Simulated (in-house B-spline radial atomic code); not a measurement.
Radial electron density of the titanium ion Ti⁷⁺, [Ne] 3s2 3p3. All numbers are computed (Dirac-Kohn-Sham CAM-B3LYP, spherical fractional occupations, exact exchange averaged over the configuration; Fermi nucleus of rms radius 3.5921 fm) with an all-electron radial atomic-structure program (B-spline basis), not measured.

Columns: r (bohr), 4πr²n(r) (electrons per bohr), bar.

```
 0.00259   0.5845 #
 0.00308   0.8053 #
 0.00367    1.109 ##
 0.00437    1.518 ##
  0.0052    2.063 ###
 0.00619    2.785 ####
 0.00737    3.732 ######
 0.00877    4.946 ########
  0.0104    6.447 ##########
  0.0124    8.356 #############
  0.0148    10.66 #################
  0.0176    13.28 #####################
   0.021    16.22 ##########################
   0.025    19.23 ###############################
  0.0297    22.05 ###################################
  0.0354    24.41 #######################################
  0.0422    25.87 #########################################
  0.0502    26.15 ##########################################
  0.0597    25.19 ########################################
  0.0711    23.25 #####################################
  0.0847    21.02 ##################################
   0.101    19.49 ###############################
    0.12    19.54 ###############################
   0.143    21.45 ##################################
    0.17     24.5 #######################################
   0.203     27.2 ###########################################
   0.241    27.59 ############################################
   0.287    24.72 #######################################
   0.342    19.11 ##############################
   0.407    12.89 #####################
   0.484    8.342 #############
   0.577    6.523 ##########
   0.686    6.685 ###########
   0.817    6.953 ###########
   0.973    6.019 ##########
    1.16     4.02 ######
    1.38    2.023 ###
    1.64   0.7462 #
    1.95    0.193 
    2.33  0.03141 
    2.77 0.003252 
     3.3 0.0001814
```

On this grid the curve has 3 maxima, near 0.0502, 0.241, 0.817 bohr.

The 3p1/2 radial function P(r) = rR(r), positive near the nucleus, with its small component Q(r) (sign convention: Q ≈ (P' + κP/r)/2c):

```tsv
r (bohr)	P	Q
0.00259	0.001262	0.003928
0.00367	0.002307	0.005453
0.0052	0.004275	0.00752
0.00737	0.00799	0.01027
0.0104	0.01484	0.0138
0.0148	0.02785	0.01832
0.021	0.05129	0.02361
0.0297	0.0918	0.0292
0.0422	0.1597	0.03426
0.0597	0.2619	0.03698
0.0847	0.399	0.03524
0.12	0.5412	0.02722
0.17	0.6134	0.01307
0.241	0.4949	-0.003543
0.342	0.08833	-0.01575
0.484	-0.5292	-0.01777
0.686	-1.045	-0.01045
0.973	-1.079	-0.001342
1.38	-0.6476	0.002227
1.95	-0.2097	0.001298
2.77	-0.02869	0.0002352
```
